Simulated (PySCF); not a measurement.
Two species compared at the same levels of theory.

First species: C4H14Si4.
InChI=1S/C4H14Si4/c1-3-4-8-6-5-7(8)2/h3,7-8H,1,4-6H2,2H3/t7-,8-/m1/s1

Second species: C₆H₁₁NSi₂.
SMILES with atom numbers: `[CH3:1][C:2]#[C:3][C:4]#[C:5][CH2:6][N:7]([SiH3:8])[SiH3:9]` (hydrogens: H10, H11, H12 on C1; H13, H14 on C6; H15, H16, H17 on Si8; H18, H19, H20 on Si9)

Levels: PBE0/pcSseg-1 for dipole moment, HOMO energy, LUMO energy and HOMO–LUMO gap; GFN2-xTB for rotational constant A and rotational constant C. Geometries: GFN2-xTB. Each structure is a single optimised conformer of the isolated species, non-relativistic unless stated. Electronic properties by PySCF.

Dipoles, sizes and rotational constants follow the conformer. The torsions of the flexible species, by atom-mapped SMILES:
- `[CH2:1]=[CH:2][CH2:3][Si@@H:4]1[SiH2:5][SiH2:6][Si@H:7]1[CH3:8]`: C1–C2–C3–Si4 -101°, C2–C3–Si4–Si5 165°
- `[CH3:1][C:2]#[C:3][C:4]#[C:5][CH2:6][N:7]([SiH3:8])[SiH3:9]`: C5–C6–N7–Si8 -82°

```tsv
property	column X	column Y
dipole moment	0.71 D	1.14 D
HOMO energy	-7.00 eV	-6.84 eV
LUMO energy	-1.45 eV	-0.48 eV
HOMO–LUMO gap	5.55 eV	6.36 eV
rotational constant A	1.208 GHz	2.096 GHz
rotational constant C	0.547 GHz	0.397 GHz
```

Q: Which column belongs to which species?

A: Column X is the first species and column Y the second. The first has 22 atoms and 94 electrons, the second 20 and 82.

Q: How does each property change from the first species to the second?

A: dipole moment +0.43 D; HOMO energy +0.16 eV; LUMO energy +0.97 eV; HOMO–LUMO gap +0.81 eV; rotational constant A +0.888 GHz; rotational constant C -0.150 GHz.

On the first: The dipole matches unit charges of opposite sign 0.15 Å apart (1 e·Å = 4.8032 D).

On the second: The dipole matches unit charges of opposite sign 0.24 Å apart (1 e·Å = 4.8032 D).
